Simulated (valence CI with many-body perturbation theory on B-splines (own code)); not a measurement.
Te3+: electric-dipole lines

Level of theory: configuration interaction combined with many-body perturbation theory (CI+MBPT): three valence electrons over a frozen Dirac-Fock core [Kr] 4d10, radial functions for each j: 11 s, 11 p, 10 d, 8 f, 5 g, 2 h, with the one-electron correlation potential Σ1, the two-electron term Σ2, the three-electron term Σ3, Breit, model QED; selected CI, second order for the rest, scaled by the run's own slope (own B-spline code, finite nucleus).

Against 9 measured levels this calculation errs by 319 cm⁻¹ on average and by 715 at most. These come from a selection out of Moore, Atomic Energy Levels, vol. III, NSRDS-NBS 35 (1971 reprint of NBS Circular 467, 1958), an old analysis. Levels without a partner in it may be off by more.

Lines 151 to 200 of 591 in falling wavelength, among levels below 267748 cm⁻¹, chosen from the strongest by gf and those to the six lowest levels. Wavelengths and rates use the calculated energies, so an error of 300 cm⁻¹ moves a line at 281.7 nm by 0.84 % and its rate by three times that or more. Electric multipoles are in the length gauge, E1 and E2 with the static RPA response of the core. Weak lines are less certain than strong ones. Lines between different terms over intervals too small for the method are left out, as are lines whose strength nearly cancels. Where a level lies close to another of its J and parity, the split of strength between their lines is uncertain. The highest levels of a list are the least certain.

Names give the largest LS component (configuration and term), which can be under half, so a name can repeat, a term be missing and a line seem to break the LS rules; names also repeat where a configuration has a term twice. Letters in brackets count levels of one name in rising energy.

```tsv
λ vac (nm)	λ from measured levels	Upper	Lower	A (s⁻¹)	S (a.u.) with core polarisation	S without
325.5		5s 5p 6p 4P_3/2 [a]	5s 5p 6s 4P°_1/2	1.12e+08	7.61e+00	7.87e+00
325.0		5s2 6d 2D_5/2	4f 5s2 2F°_7/2	9.49e+07	9.65e+00	9.42e+00
323.2		5s 5p 6p 2P_1/2	5s 5p 5d 2D°_3/2 [a]	7.80e+07	2.60e+00	2.57e+00
322.3		5s2 7f 2F°_7/2	5s2 5g 2G_9/2	6.73e+06	8.90e-01	8.91e-01
321.7		5s 5p 6p 2D_5/2	5s2 5f 2F°_7/2	1.11e+07	1.09e+00	1.11e+00
321.6		5s 5p 6p 4P_3/2 [a]	5s 5p 5d 2F°_5/2 [a]	2.84e+07	1.86e+00	1.86e+00
310.3		5s 5p 5d 2F°_7/2 [b]	5s2 6d 2D_5/2	3.36e+07	3.96e+00	4.06e+00
309.6		5s 5p 6p 4S_3/2	5s 5p 6s 4P°_5/2	1.96e+08	1.15e+01	1.20e+01
309.0		5s 5p 6p 4S_3/2	5s2 7p 2P°_3/2	3.33e+07	1.94e+00	2.00e+00
307.0		5s 5p 6p 2D_3/2	5s 5p 6s 2P°_1/2 [a]	2.52e+07	1.44e+00	1.51e+00
306.4		5s 5p 6p 4P_3/2 [b]	5s 5p 6s 4P°_3/2	8.33e+07	4.73e+00	4.92e+00
305.6		5s2 6g 2G_9/2	5s2 5f 2F°_7/2	9.86e+07	1.39e+01	1.40e+01
305.1		5s 5p 6p 4P_3/2 [a]	5s 5p 5d 4P°_1/2	5.15e+07	2.89e+00	2.98e+00
303.4		4f 5s 5p 4G_9/2	5s2 5f 2F°_7/2	1.44e+07	1.99e+00	2.00e+00
302.1		5s2 6g 2G_7/2	5s2 5f 2F°_5/2	1.14e+08	1.24e+01	1.25e+01
302.0		4f 5s 5p 4G_7/2	5s 5p 6s 4P°_5/2	1.29e+07	1.40e+00	1.46e+00
299.8		5s 5p 5d 2F°_5/2 [b]	5s2 6d 2D_3/2	2.56e+07	2.04e+00	2.09e+00
296.7		5s2 6p 2P°_1/2	5s2 5d 2D_3/2	2.09e+08	5.39e+00	5.31e+00
296.2		5s 5p 6p 2D_5/2	5s 5p 6s 4P°_5/2	3.47e+07	2.67e+00	2.74e+00
295.7		5s 5p 6p 2D_5/2	5s2 7p 2P°_3/2	4.02e+07	3.08e+00	3.21e+00
293.5		5s 5p 6p 2S_1/2	5s 5p 6s 2P°_3/2 [a]	4.65e+07	1.16e+00	1.25e+00
290.5		4f 5s 5p 2D_5/2	5s 5p 5d 2P°_3/2 [a]	5.08e+07	3.69e+00	3.71e+00
289.3		4f 5s 5p 4F_3/2	5s 5p 5d 2D°_5/2 [a]	1.74e+07	8.30e-01	8.36e-01
287.7		5s 5p 6p 2D_3/2	5s 5p 5d 2D°_5/2 [a]	4.87e+07	2.29e+00	2.27e+00
284.3		5s 5p 5d 2D°_5/2 [b]	5s2 6d 2D_3/2	1.05e+07	7.16e-01	7.33e-01
283.6		5s 5p 6p 4P_3/2 [b]	5s 5p 5d 2F°_5/2 [a]	1.24e+08	5.58e+00	5.57e+00
283.3		5s 5p 6p 4D_5/2	5s 5p 5d 4D°_7/2	1.97e+07	1.32e+00	1.30e+00
283.2		4f 5s 5p 4F_5/2	5s 5p 6s 4P°_3/2	1.08e+07	7.26e-01	7.48e-01
283.0		5s 5p 6p 2D_5/2	5s 5p 5d 2F°_7/2 [a]	1.76e+08	1.18e+01	1.17e+01
281.7	279.8	5s2 6p 2P°_3/2	5s2 5d 2D_5/2	2.27e+08	1.00e+01	9.86e+00
276.8		4f 5s 5p 4F_5/2	5s 5p 5d 2D°_3/2 [a]	2.35e+07	1.48e+00	1.48e+00
275.5	273.9	5s2 6p 2P°_3/2	5s2 5d 2D_3/2	2.42e+07	1.00e+00	9.83e-01
274.9		4f 5s 5p 2D_3/2	5s 5p 5d 2P°_1/2 [a]	9.19e+07	3.77e+00	3.82e+00
272.1		5s 5p 6p 4P_3/2 [b]	5s 5p 5d 4P°_3/2	2.15e+07	8.56e-01	8.64e-01
271.1		5s2 8d 2D_5/2	5s2 5f 2F°_7/2	2.65e+07	1.57e+00	1.55e+00
270.7		5s 5p 6p 4P_3/2 [b]	5s 5p 5d 4P°_1/2	2.16e+07	8.44e-01	8.58e-01
269.0		5s2 8d 2D_3/2	5s2 5f 2F°_5/2	3.34e+07	1.28e+00	1.26e+00
262.9		5s 5p 6p 4S_3/2	5s 5p 5d 2D°_5/2 [a]	7.33e+07	2.63e+00	2.60e+00
262.7		4f 5s 5p 2F_7/2	5s 5p 5d 2F°_5/2 [a]	1.45e+07	1.04e+00	1.04e+00
262.2		4f 5s 5p 4D_7/2	5s 5p 6s 4P°_5/2	2.29e+07	1.63e+00	1.71e+00
262.1		5s 5p 6p 4D_3/2	5p3 2P°_3/2	1.86e+07	6.60e-01	6.63e-01
258.3		5s 5p 6p 2D_3/2	5s 5p 5d 2F°_5/2 [a]	5.51e+07	1.87e+00	1.85e+00
258.2		4f 5s 5p 4F_7/2	5s 5p 5d 4D°_5/2	1.18e+07	8.04e-01	8.25e-01
257.0	256.5	5s2 6d 2D_3/2	5s2 6p 2P°_3/2	1.23e+08	4.13e+00	4.19e+00
256.1		5s2 8d 2D_3/2	5s2 7p 2P°_1/2	3.41e+07	1.13e+00	1.14e+00
254.3	253.8	5s2 6d 2D_5/2	5s2 6p 2P°_3/2	7.50e+08	3.65e+01	3.70e+01
254.1		5s 5p 6p 4D_7/2	5s 5p 5d 2F°_5/2 [a]	2.45e+07	1.59e+00	1.61e+00
254.0		5s 5p 6p 4S_3/2	5s 5p 6s 4P°_3/2	4.74e+07	1.53e+00	1.63e+00
253.2		5s 5p 6p 2D_5/2	5s 5p 5d 2D°_5/2 [a]	4.56e+07	2.19e+00	2.15e+00
252.8		4f 5s 5p 4G_5/2 [b]	5s 5p 5d 2D°_3/2 [a]	3.71e+07	1.78e+00	1.81e+00
```
